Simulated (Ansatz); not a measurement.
C2H3BCl2 (`ClC1(Cl)BC1`). The species carries charge 0 and has multiplicity 1.

| atom | x (Å) | y (Å) | z (Å) |
| --- | --- | --- | --- |
| Cl1 | 0.3366 | 0.7476 | -2.0717 |
| C2 | 0.3218 | -0.2238 | -0.6147 |
| Cl3 | 0.7911 | -1.8965 | -0.8444 |
| B4 | 0.6456 | 0.4409 | 0.7293 |
| C5 | -0.7908 | 0.0427 | 0.3839 |
| H6 | 1.4566 | 0.9038 | 1.4521 |
| H7 | -1.5121 | 0.8100 | 0.1128 |
| H8 | -1.2487 | -0.8248 | 0.8527 |

(1) What are the harmonic wavenumbers in cm⁻¹ at PBE0-D4/def2-TZVP (Ansatz, finite differences of forces, unscaled)? (Estimate.)

(2) Is this a minimum?

(3) Give the ideal-gas thermochemistry at 298.15 K and 1 bar (rigid rotor, harmonic oscillator; point group Cs, symmetry number 1).

(4) And at 400, 500, 600, 800 and 1000 K?

Answers

(1) Computed: 49, 254, 285, 366, 462, 498, 728, 792, 820, 922, 964, 1036, 1037, 1264, 1377, 2764, 3120, 3196.

(2) Yes, all 18 modes are real.

(3) Zero-point energy 119.2 kJ/mol; H(298) − E = 137.1 kJ/mol; entropy 329.5 J/(mol·K), of which translation 167.3, rotation 113.1, vibration 49.1; G(298) − E = 38.8 kJ/mol. Modes under 100 cm⁻¹ are hindered rotations or soft bends, so the harmonic entropy is rough.

(4) 
| T (K) | H − E (kJ/mol) | S (J/mol/K) | G − E (kJ/mol) |
| --- | --- | --- | --- |
| 400 | 147.1 | 358.3 | 3.8 |
| 500 | 158.4 | 383.6 | -33.4 |
| 600 | 170.9 | 406.3 | -72.9 |
| 800 | 198.1 | 445.3 | -158.2 |
| 1000 | 227.5 | 478.1 | -250.6 |
